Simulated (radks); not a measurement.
Spherical quantum dot in the effective-mass picture: electrons in a hard-walled sphere of radius 1.3, with a point charge +2 (a donor) at the centre, all in effective atomic units (hartree* = m*/eps^2 hartree, bohr* = eps/m* bohr), one dielectric constant everywhere. Calculated with a radial shooting solver with Libxc functionals: non-relativistic Kohn-Sham, PBE, spin-polarised, spherical densities. Levels are named by radial order and angular momentum (1s, 1p, 1d, 2s, ...), and open shells are averaged over m. Results are scaled to m* = 0.334 and eps = 13.2, for which hartree* = 52.16 meV and bohr* = 2.091 nm.

N = 4, configuration 1s2 1p(up 2, down 0). This is the lowest configuration that the search found. Occupied and some empty levels:

| level | occupation | eigenvalue (meV) | <r> (nm) |
|---|---|---|---|
| 1s up | 1 | 163.28 | 1.198 |
| 1s down | 1 | 175.49 | 1.180 |
| 1p up | 2 | 362.44 | 1.583 |
| 1p down | 0 | 379.74 | 1.580 |
| 1d up | 0 | 570.14 | 1.752 |
| 2s up | 0 | 570.47 | 1.361 |
| 2s down | 0 | 580.22 | 1.374 |
| 1d down | 0 | 588.06 | 1.754 |
| 1f up | 0 | 813.51 | 1.862 |
| 1f down | 0 | 830.98 | 1.864 |

Energy (meV): total 556.842, kinetic 972.71, external -794.87, Hartree 561.51, exchange-correlation -182.51.

Electron density:

| r (nm) | n(r) (e/nm^3) |
|---|---|
| 0.0591 | 0.6221 |
| 0.264 | 0.4320 |
| 0.468 | 0.3154 |
| 0.672 | 0.2428 |
| 0.877 | 0.1949 |
| 1.08 | 0.1594 |
| 1.29 | 0.1292 |
| 1.49 | 0.1006 |
| 1.69 | 0.07295 |
| 1.90 | 0.04754 |
| 2.10 | 0.02629 |
| 2.31 | 0.01124 |
| 2.51 | 0.002607 |
| 2.72 | 1.835e-06 |
